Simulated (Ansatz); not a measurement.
Geometry optimisation, RKS PBE0/def2-SVP (Ansatz 0.2.0).

input.yaml

```yaml
crystal:
  periodic: [false, false, false]
  atoms:
    - { symbol: O, position_ang: [-1.7449, 0.2397, 0.3982] }
    - { symbol: In, position_ang: [-0.3169, -0.9624, 0.1867] }
    - { symbol: O, position_ang: [1.1151, -0.1054, 1.4601] }
    - { symbol: O, position_ang: [0.4837, -1.0319, -1.4542] }
    - { symbol: H, position_ang: [-1.398, 1.1095, 0.0032] }
    - { symbol: H, position_ang: [1.2854, 0.7757, 1.0141] }
    - { symbol: H, position_ang: [0.51522, -1.98674, -1.63321] }
basis:
  gaussian: { orbitals: def2-SVP }
hamiltonian:
  xc: pbe0
relax:
  f_tol: 0.015
  max_steps: 40
```

Launched with:

```bash
$ ansatz run input.yaml --threads 1 --pin off --max-ram 2048MiB --backend cpu --events-out ev --progress --plain --runs-dir out
```

Task: Where does it end, and by what steps?

Result: It converged. After 9 steps the energy has fallen by 2.200 eV; H5 moved furthest, 0.83 Å.

| step | energy less start (eV) | largest force component (eV/Å) | accepted |
| --- | --- | --- | --- |
| 0 | 0.0000 | 5.047 | yes |
| 1 | -1.2702 | 0.693 | yes |
| 2 | -1.6097 | 0.573 | yes |
| 3 | -1.7998 | 0.917 | yes |
| 4 | -1.9704 | 0.258 | yes |
| 5 | -2.0444 | 0.637 | yes |
| 6 | -2.1353 | 0.366 | yes |
| 7 | -2.1945 | 0.202 | yes |
| 8 | -2.1996 | 0.040 | yes |
| 9 | -2.2004 | 0.011 | yes |

```xyz
7
Properties=species:S:1:pos:R:3
O -1.868 0.560 -0.072
In -0.122 -0.385 -0.181
O 1.431 -0.071 1.037
O 0.121 -1.748 -1.600
H -1.900 1.188 0.659
H 1.274 0.628 1.682
H 1.004 -2.134 -1.550
```

The run took 42 s on 1 thread of Arm Neoverse V1, on a shared host, peak memory 0.17 GiB.
